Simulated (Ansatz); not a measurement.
Total energies of `[Cl][Sn]([Cl])([Cl])[I]`.

```xyz
5

Cl    0.9199    1.2667   -1.6972
Sn   -0.0037   -0.0151   -0.0305
Cl   -2.2237   -0.3294   -0.5274
Cl    1.0263   -2.0674   -0.0630
I     0.2811    1.1452    2.3181
```

Total charge 0; spin multiplicity 1. Correlated methods include outer-core shells of I, Sn, which these sets cover unevenly. Sn, I: def2 effective core potential. Geometry: relaxed with PBE0-D4/def2-TZVP. Basis def2-TZVPP, the Gaussian-basis code of Ansatz.

RPA on PBE orbitals: Hartree–Fock energy of these orbitals -1888.67665 Eh, correlation -1.94158 Eh (frozen core).

```csv
functional,energy without D4 (Eh),D4 term (kJ/mol)
LDA (SPW92),-1887.63813,–
PBE,-1892.26176,-26.9
revPBE,-1892.66645,-52.6
BLYP,-1892.71775,-54.3
r2SCAN,-1892.95011,-6.1
B97M-V,-1892.47086,–
PBE0,-1892.40714,-23.8
B3LYP,-1893.04334,-44.5
r2SCANh,-1892.92391,-6.9
r2SCAN0,-1892.88607,-7.8
HSE06 (plane-wave form),-1892.38152,-23.1
BHLYP,-1892.72037,-45.4
CAM-B3LYP,-1892.86378,-25.7
LC-ωPBE,-1892.52680,–
ωB97X-V,-1892.60402,–
ωB97M-V,-1892.71384,–
B2PLYP,-1892.07551,–
PBE-QIDH,-1891.81101,–
```

B3LYP takes the VWN-RPA correlation (the form of Gaussian; ORCA's B3LYP/G). HSE06 is the plane-wave form, built on full-range PBE exchange. The double hybrids freeze the cores in their second-order part.

LC-ωPBE has ω = 0.4 bohr⁻¹.
